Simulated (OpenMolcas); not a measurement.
# Ni VII: from RASSCF to RASPT2

```yaml
Program: OpenMolcas
Basis: ANO-RCC-VQZP [7s6p4d3f2g1h]
Scalar_Hamiltonian: DKH2, point nucleus
Active_space: 10 electrons in 8 orbitals (RAS1 3p, at most 2 holes; RAS2 3d)
State_averaging: 2S+1 = 5 even, 5 roots; 2S+1 = 3 even, 45 roots; 2S+1 = 1 even, 44 roots
Spin-orbit_coupling: state interaction with AMFI integrals over the reference wave functions, term energies averaged over their components
```

Methods on the same reference wave functions:
A. RASSCF
B. SS-RASPT2, IPEA 0.25 Eh, imaginary shift 0.1 Eh (closed shells correlated: 3s)
C. MS-RASPT2, IPEA 0.25 Eh, imaginary shift 0.1 Eh (closed shells correlated: 3s)

Energies in cm-1 above 3d4 5D0, the measured ground level; measured values from Corliss and Sugar, J. Phys. Chem. Ref. Data 10, 197 (1981).

```csv
Level,A,B,C,Measured
3d4 5D0,0.0,0.0,0.0,0.0
3d4 5D1,289,289,288,279
3d4 5D2,835,835,833,804
3d4 5D3,1598,1596,1594,1520
3d4 5D4,2538,2530,2530,2392
3d4 3P0(1),31164,30840,30820,30077
3d4 3P1(1),32856,32560,32530,31836
3d4 3P2(1),35634,35320,35280,34555
3d4 3H4,35994,32070,32080,31672
3d4 3H5,36685,32730,32730,32286
3d4 3F2(1),37231,35030,35020,34247
3d4 3H6,37364,33410,33410,32877
3d4 3F3(1),37467,35130,35120,34317
3d4 3F4(1),37839,35470,35410,34576
3d4 3G3,43236,39050,39030,38160
3d4 3G4,43925,39730,39700,38746
3d4 3G5,44547,40240,40240,39247
3d4 1G4(1),52510,48700,48650,
3d4 3D3,53162,48160,48160,
3d4 3D2,53321,48390,48390,
3d4 3D1,53646,48660,48660,
3d4 1I6,54652,48620,48620,
3d4 1S0,56561,53210,53190,
3d4 1D2,62805,60590,60590,
```

Deviations, from unrounded energies. A percentage is the sum of absolute deviations over the sum of measured energies, with the sign that they share, or ± where signs differ.

```csv
Against measurement,Levels,A,B,C
mean absolute deviation (cm-1),16,2600,580,560
fine structure of the ground term (%),4,+5.3,+5.2,+5.1
other terms of the ground configuration (%),12,+10.0,+2.2,+2.1
```

B, C lie about equally close to measurement and A furthest from it. The largest miss of C in the table is 3d4 3G5, by +990 cm-1. The ranking rests on the paired levels alone, and a cruder setting can come out closer through cancelling errors.

Between B and C the level of the table that moves most is 3d4 3F4(1), by 60 cm-1 (lowest in C, highest in B). Moves below CASPT2's spread within the term are not significant.

The mean deviations of B to C differ by less than CASPT2's widest spread within a term (1300 cm-1), so their order carries little weight.

From A to B the spin-free energies of the other terms of 3d4 shown, above 5D, scale by factors of 0.89 to 0.99.

The lowest spin-free term lies below A's lowest term by 0.367 hartree in B, 0.367 hartree in C.

Term energies are means over components that CASPT2 splits; among the terms shown or strongly mixed into the levels shown the widest spread is 1300 cm-1 (3d4 1I, C). Active for correlation alone: 3p; no level in the range computed is led by a configuration that opens it, so any true level of that kind is missing. Without dynamic correlation excited terms often stand tens of per cent too high (terms of higher spin than the ground term too low), and those without a measured partner can miss by more than the paired ones (holds for A). Some levels mix across a computed gap that differs much from the measured one, so their mixing is not that of the real levels (holds for A). The CASPT2 spread within a term exceeds the gap to the next term for 3d4 1G(1) and 3d4 3D, 3d4 3D and 3d4 1I, so the order of their levels is uncertain (holds for B; C). Measured partners are found by configuration, term and J. A level has none where our copy of the source lacks it or the pairing is in doubt (some pairs that miss far off the trend of their configuration count as doubtful), and it then counts in no deviation. Levels of configurations outside the active space are missing. Levels that lie high or do not pair safely by name in every column are left out.

A number in round brackets counts repeated terms of one configuration in the order of the reference energies.
